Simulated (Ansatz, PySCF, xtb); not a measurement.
Process, species as SMILES: C=CCB(Cl)CC=C + 9 [H][H] (H2) → B (BH3) + 6 C (CH4) + Cl (HCl)
Geometries: B3LYP-D3(BJ)/def2-TZVP minima from Ansatz (a program for electronic structure), one conformer each, not searched for the lowest. Frequencies are from Ansatz or PySCF.

Quantity: energy of full hydrogenation (0 K, with B3LYP-D3(BJ) harmonic zero-point energies), in kJ/mol. Correlated levels leave the core frozen unless marked. No spin-orbit coupling. Non-relativistic. CBS(X,Y): correlation extrapolated as X^-3; Hartree-Fock from the larger set. The bracket is a focal-point correction in the basis named.

```csv
level,program,energy of full hydrogenation (kJ/mol)
GFN1-xTB,xtb,-669.4
```

**Question.** What does RI-MP2/CBS(aug-cc-pV(T+d)Z,aug-cc-pV(Q+d)Z)+[CCSD(T)-MP2]/aug-cc-pV(T+d)Z (Ansatz) give?

**Answer.** -370.6 kJ/mol, so GFN1-xTB differs from it by -298.8 kJ/mol.
